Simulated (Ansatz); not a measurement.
This geometry of C₂H₄O₃Si (10 atoms, charge 0, multiplicity 1) is a first-order saddle point.

The calculation used Ansatz, RKS r2SCANh-D4/STO-3G.

```xyz
10
Properties=species:S:1:pos:R:3
O 0.293 -1.883 -0.391
C 0.510 -0.756 -0.886
O 1.179 -0.566 -2.118
C 0.103 0.653 -0.275
O 0.365 1.695 -0.918
Si -0.774 0.586 1.431
H 1.381 -1.531 -2.395
H -0.928 -0.781 1.860
H -2.067 1.215 1.309
H 0.023 1.317 2.386
```

**Question.** Which two structures does it join? (They come from a converged band through this point; their orientation in space is the band's.)

**Answer.** No bond is made or broken. The dihedral O5–C4–Si6–H10 goes from -121 to 0°. The two ends are copies of one structure, up to a mirror image or an exchange of like atoms.

Image 0:

```xyz
10
Properties=species:S:1:pos:R:3
O 0.842 -1.651 -0.053
C 0.647 -0.674 -0.809
O 1.120 -0.603 -2.138
C -0.153 0.637 -0.414
O -0.302 1.565 -1.239
Si -0.800 0.560 1.390
H 1.603 -1.500 -2.239
H -1.702 -0.559 1.517
H -1.492 1.785 1.701
H 0.319 0.389 2.285
```

Image 6:

```xyz
10
Properties=species:S:1:pos:R:3
O -0.156 -1.755 -0.560
C 0.401 -0.700 -0.934
O 1.182 -0.596 -2.107
C 0.328 0.687 -0.168
O 0.922 1.693 -0.615
Si -0.735 0.566 1.423
H 1.133 -1.549 -2.479
H -0.154 -0.418 2.304
H -2.075 0.170 1.064
H -0.763 1.851 2.076
```

**Question.** How far does it lie above each of them?

**Answer.** 1.0 kcal/mol above the first and 1.0 kcal/mol above the second. This is the barrier of this one path; another mechanism may lie lower. Limits of this set-up: minimal basis.

The run took 2.6 min on 1 thread of Arm Neoverse V1, with other jobs on the host, peak memory 0.13 GiB.
